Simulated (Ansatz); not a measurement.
Species: SiNH2F, charge 0, singlet. SiNH2F (SMILES N[Si]F).
B3LYP-D3(BJ)/def2-TZVP minimum from Ansatz (a program for electronic structure):
```xyz
5

Si    -0.3617     0.1332     0.5061
F      0.8333     1.0556    -0.1092
N     -0.2750    -1.1668    -0.5989
H      0.3750    -1.2296    -1.3715
H     -0.8864    -1.9674    -0.5390
```

Atomisation energy term by term, kcal/mol (programs: Ansatz). UHF or UKS for unpaired electrons; spin-orbit terms are left out. Cores are frozen in correlated methods. Rows without X2C or -DK are non-relativistic. CBS(X,Y): correlation extrapolated as X^-3, Hartree-Fock from the larger set (Q,5: extrapolated as (X+1)exp(-9√X)). A bracket is a step between two methods taken in the basis named. '+ core + X2C': CCSD(T) terms for core correlation (cc-pwCVTZ, 1s frozen past Ne) and scalar relativity (cc-pVTZ-DK). Where a partner has so few electrons that a lower coupled-cluster level is exact, that level stands in.

| term | basis | kcal/mol |
|---|---|---|
| Hartree-Fock | CBS(cc-pV(Q+d)Z,cc-pV(5+d)Z) | 298.16 |
| CCSD correlation | CBS(cc-pV(Q+d)Z,cc-pV(5+d)Z) | 130.63 |
| (T) | CBS(cc-pV(Q+d)Z,cc-pV(5+d)Z) | 9.05 |
| CCSDT(Q) - CCSD(T) | cc-pV(T+d)Z | 0.06 |
| core correlation | cc-pwCVTZ | 1.08 |
| scalar relativity | X2C, cc-pVTZ-DK | -0.74 |
| sum: De |  | 438.2 |

The step beyond CCSD(T) by other levels: CCSDT(Q) in cc-pV(D+d)Z 0.69 kcal/mol.
